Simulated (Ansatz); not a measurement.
Ansatz (a first-principles code) input (B3LYP-D3(BJ)/def2-TZVP):

Ansatz 0.2 input:
```yaml
crystal:
  periodic: [false, false, false]
  atoms:
    - {symbol: O, position_ang: [1.42178023, -0.15785977, -0.27437465]}
    - {symbol: S, position_ang: [0.12557724, -0.00871813, 0.29948988]}
    - {symbol: F, position_ang: [-0.61887949, 1.23295668, -0.16291058]}
    - {symbol: F, position_ang: [-0.86817359, -1.07713799, -0.12562729]}
basis:
  gaussian:
    orbitals: def2-TZVP
hamiltonian:
  xc: b3lyp
  dispersion: d3bj
total_charge: 1
magnetization: {spin_polarized: true, initial_magnetization: 1}
phonons: {temperatures: {t_min: 298.15, t_max: 298.15, t_step: 100}}
```

Output:

```
Functional definition: B3LYP
integrals: 0.04 GiB planned
734 factors; their error is unknown
mean field: 0.54 GiB planned
mean field evaluation 1: about -18294.2811 eV, gradient 6.9e1 eV
mean field evaluation 2: about -18239.8925 eV, gradient 1.4e2 eV
mean field evaluation 4: about -18306.9876 eV, gradient 1.6e1 eV
mean field evaluation 8: about -18307.8314 eV, gradient 1.2e-1 eV
mean field evaluation 16: about -18307.8713 eV, gradient 1.2e-3 eV
mean field -18307.87132820 eV, -672.8018617903 hartree, gradient 1.3e-5 eV, S^2 0.757511; 0 other end points of the search recorded, 0 dependent functions left out
the calculation of the forces begins
reference -18307.87148471 eV, -672.8018675422 hartree; 21, 20 occupied and 109, 110 virtual orbitals, 734 factors
these checks for a lower state are left out or cut short: stability, starts, cluster_reference, orbital_swaps, neighbouring_geometries, increment
integrals: 0.04 GiB planned
734 factors; their error is unknown
mean field: 0.55 GiB planned
mean field -18307.87118459 eV, -672.8018565127 hartree, gradient 1.5e-6 eV, S^2 0.757579; 0 other end points of the search recorded, 0 dependent functions left out
the calculation of the forces begins
reference -18307.87134118 eV, -672.8018622674 hartree; 21, 20 occupied and 109, 110 virtual orbitals, 734 factors
these checks for a lower state are left out or cut short: stability, starts, cluster_reference, orbital_swaps, neighbouring_geometries, increment
integrals: 0.04 GiB planned
734 factors; their error is unknown
mean field: 0.55 GiB planned
mean field evaluation 32: about -18307.8314 eV, gradient 2.3e-4 eV
mean field -18307.87115455 eV, -672.8018554090 hartree, gradient 2.1e-6 eV, S^2 0.757443; 0 other end points of the search recorded, 0 dependent functions left out
the calculation of the forces begins
reference -18307.87131099 eV, -672.8018611580 hartree; 21, 20 occupied and 109, 110 virtual orbitals, 734 factors
these checks for a lower state are left out or cut short: stability, starts, cluster_reference, orbital_swaps, neighbouring_geometries, increment
integrals: 0.04 GiB planned
734 factors; their error is unknown
mean field: 0.54 GiB planned
mean field -18307.87130818 eV, -672.8018610546 hartree, gradient 2.0e-6 eV, S^2 0.757476; 0 other end points of the search recorded, 0 dependent functions left out
the calculation of the forces begins
reference -18307.87146468 eV, -672.8018668059 hartree; 21, 20 occupied and 109, 110 virtual orbitals, 734 factors
these checks for a lower state are left out or cut short: stability, starts, cluster_reference, orbital_swaps, neighbouring_geometries, increment
integrals: 0.04 GiB planned
734 factors; their error is unknown
mean field: 0.54 GiB planned
mean field -18307.87130799 eV, -672.8018610476 hartree, gradient 2.3e-6 eV, S^2 0.757546; 0 other end points of the search recorded, 0 dependent functions left out
the calculation of the forces begins
reference -18307.87146452 eV, -672.8018668001 hartree; 21, 20 occupied and 109, 110 virtual orbitals, 734 factors
these checks for a lower state are left out or cut short: stability, starts, cluster_reference, orbital_swaps, neighbouring_geometries, increment
integrals: 0.04 GiB planned
734 factors; their error is unknown
mean field: 0.55 GiB planned
mean field -18307.87109511 eV, -672.8018532246 hartree, gradient 2.8e-6 eV, S^2 0.757440; 0 other end points of the search recorded, 0 dependent functions left out
the calculation of the forces begins
reference -18307.87125156 eV, -672.8018589739 hartree; 21, 20 occupied and 109, 110 virtual orbitals, 734 factors
these checks for a lower state are left out or cut short: stability, starts, cluster_reference, orbital_swaps, neighbouring_geometries, increment
integrals: 0.04 GiB planned
734 factors; their error is unknown
mean field: 0.55 GiB planned
mean field evaluation 64: about -18307.8711 eV, gradient 2.2e-6 eV
mean field -18307.87109096 eV, -672.8018530722 hartree, gradient 2.1e-6 eV, S^2 0.757582; 0 other end points of the search recorded, 0 dependent functions left out
the calculation of the forces begins
reference -18307.87124755 eV, -672.8018588267 hartree; 21, 20 occupied and 109, 110 virtual orbitals, 734 factors
these checks for a lower state are left out or cut short: stability, starts, cluster_reference, orbital_swaps, neighbouring_geometries, increment
integrals: 0.04 GiB planned
734 factors; their error is unknown
mean field: 0.54 GiB planned
mean field -18307.87121756 eV, -672.8018577245 hartree, gradient 2.3e-6 eV, S^2 0.757565; 0 other end points of the search recorded, 0 dependent functions left out
the calculation of the forces begins
reference -18307.87137408 eV, -672.8018634765 hartree; 21, 20 occupied and 109, 110 virtual orbitals, 734 factors
these checks for a lower state are left out or cut short: stability, starts, cluster_reference, orbital_swaps, neighbouring_geometries, increment
integrals: 0.04 GiB planned
734 factors; their error is unknown
mean field: 0.55 GiB planned
mean field -18307.87121825 eV, -672.8018577497 hartree, gradient 2.2e-6 eV, S^2 0.757456; 0 other end points of the search recorded, 0 dependent functions left out
the calculation of the forces begins
reference -18307.87137476 eV, -672.8018635014 hartree; 21, 20 occupied and 109, 110 virtual orbitals, 734 factors
these checks for a lower state are left out or cut short: stability, starts, cluster_reference, orbital_swaps, neighbouring_geometries, increment
integrals: 0.04 GiB planned
734 factors; their error is unknown
mean field: 0.54 GiB planned
mean field -18307.87128284 eV, -672.8018601236 hartree, gradient 1.8e-6 eV, S^2 0.757513; 0 other end points of the search recorded, 0 dependent functions left out
the calculation of the forces begins
reference -18307.87143936 eV, -672.8018658754 hartree; 21, 20 occupied and 109, 110 virtual orbitals, 734 factors
these checks for a lower state are left out or cut short: stability, starts, cluster_reference, orbital_swaps, neighbouring_geometries, increment
integrals: 0.04 GiB planned
734 factors; their error is unknown
mean field: 0.54 GiB planned
mean field -18307.87129828 eV, -672.8018606907 hartree, gradient 2.2e-6 eV, S^2 0.757508; 0 other end points of the search recorded, 0 dependent functions left out
the calculation of the forces begins
reference -18307.87145479 eV, -672.8018664427 hartree; 21, 20 occupied and 109, 110 virtual orbitals, 734 factors
these checks for a lower state are left out or cut short: stability, starts, cluster_reference, orbital_swaps, neighbouring_geometries, increment
integrals: 0.04 GiB planned
734 factors; their error is unknown
mean field: 0.55 GiB planned
mean field evaluation 96: about -18307.8713 eV, gradient 1.8e-4 eV
mean field -18307.87125301 eV, -672.8018590274 hartree, gradient 2.6e-6 eV, S^2 0.757522; 0 other end points of the search recorded, 0 dependent functions left out
the calculation of the forces begins
reference -18307.87140953 eV, -672.8018647792 hartree; 21, 20 occupied and 109, 110 virtual orbitals, 734 factors
these checks for a lower state are left out or cut short: stability, starts, cluster_reference, orbital_swaps, neighbouring_geometries, increment
integrals: 0.04 GiB planned
734 factors; their error is unknown
mean field: 0.55 GiB planned
mean field -18307.87123665 eV, -672.8018584259 hartree, gradient 2.5e-6 eV, S^2 0.757500; 0 other end points of the search recorded, 0 dependent functions left out
the calculation of the forces begins
reference -18307.87139317 eV, -672.8018641779 hartree; 21, 20 occupied and 109, 110 virtual orbitals, 734 factors
these checks for a lower state are left out or cut short: stability, starts, cluster_reference, orbital_swaps, neighbouring_geometries, increment
integrals: 0.04 GiB planned
734 factors; their error is unknown
mean field: 0.54 GiB planned
mean field -18307.87131273 eV, -672.8018612220 hartree, gradient 1.4e-6 eV, S^2 0.757496; 0 other end points of the search recorded, 0 dependent functions left out
the calculation of the forces begins
reference -18307.87146926 eV, -672.8018669741 hartree; 21, 20 occupied and 109, 110 virtual orbitals, 734 factors
these checks for a lower state are left out or cut short: stability, starts, cluster_reference, orbital_swaps, neighbouring_geometries, increment
integrals: 0.04 GiB planned
734 factors; their error is unknown
mean field: 0.55 GiB planned
mean field -18307.87131210 eV, -672.8018611987 hartree, gradient 1.7e-6 eV, S^2 0.757525; 0 other end points of the search recorded, 0 dependent functions left out
the calculation of the forces begins
reference -18307.87146861 eV, -672.8018669503 hartree; 21, 20 occupied and 109, 110 virtual orbitals, 734 factors
Total energy: -18307.96664844 eV, -672.8053647447 hartree
Atom 0 at     1.421780    -0.157860    -0.274375 Å, force     0.000244    -0.000019     0.000464 eV/Å
Atom 1 at     0.125577    -0.008718     0.299490 Å, force     0.001016    -0.000121    -0.000673 eV/Å
Atom 2 at    -0.618879     1.232957    -0.162911 Å, force    -0.000698    -0.000559     0.000115 eV/Å
Atom 3 at    -0.868174    -1.077138    -0.125627 Å, force    -0.000562     0.000698     0.000094 eV/Å
Dipole moment:    -0.029533     0.007326     0.256452 e Å
Vibrations: 373.33 388.52 439.00 862.17 932.48 1215.09 cm⁻¹, zero-point energy 0.261023 eV
```
